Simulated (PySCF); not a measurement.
## Relaxation of singlet [NbO3]-

Computed with PBE in PySCF with Nb def2-SVPD with ECP28, O def2-SVPD; scalar-relativistic core potentials, no spin–orbit coupling; density-fitted integrals. A (50,194) grid was used.

A hand-made trigonal planar start, of D3h symmetry, held to at least that symmetry:

Coordinates in bohr (charge -1 multiplicity 1):
```
Nb    0.0000    0.0000    0.0000
O     3.4393    0.0000    0.0000
O    -1.7196    2.9786    0.0000
O    -1.7197   -2.9785    0.0000
```

Optimiser trace:
| step | E − E(last) (kJ/mol) | largest gradient (Eh/bohr) |
| --- | --- | --- |
| 0 | 1.07 | 0.01067 |
| 1 | 0.03 | 0.00193 |
| 2 | 0.00 | 0.00006 |

It ends at D3h with Nb–O 1.807 Å (×3); O–Nb–O 120.0° (×3). A frequency run shows 1 imaginary mode, down to 115i cm⁻¹, so it is a saddle point. Other isomers or separated fragments may lie lower.

The relaxation took roughly 15 core-seconds on a shared host.
